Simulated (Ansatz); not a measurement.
def2 core potentials replace the inner electrons of Bi.

Species: C₆H₇BiO₂, SMILES `[OH][Bi]([OH])[c]1ccccc1` (charge 0, multiplicity 1).

### Question
Give a relaxed geometry from PBE0-D3(BJ)/def2-SVP run with Ansatz (a program for electronic structure).

### Answer
One answer among several that fit: the end point of this relaxation, one of several conformers (outside a Z-matrix the atoms follow the SMILES, hydrogens last).
Z-matrix (Å, degrees):
```
C
C 1 1.3976
H 2 1.0951 1 120.65
C 2 1.3961 3 118.92 1 -180.00
H 4 1.0930 2 119.93 3 0.00
C 4 1.3940 5 120.02 2 180.00
H 6 1.0926 4 120.04 5 0.00
C 6 1.3948 7 120.02 4 -180.00
H 8 1.0930 6 120.12 7 0.00
C 8 1.3947 9 119.97 6 -180.00
H 10 1.0966 8 118.98 9 0.00
Bi 1 2.2659 2 122.27 3 0.01
O 12 2.0934 1 92.60 2 130.37
H 13 0.9658 12 109.95 1 13.10
O 12 2.0935 13 98.99 14 -79.92
H 15 0.9658 12 109.94 13 80.18
```
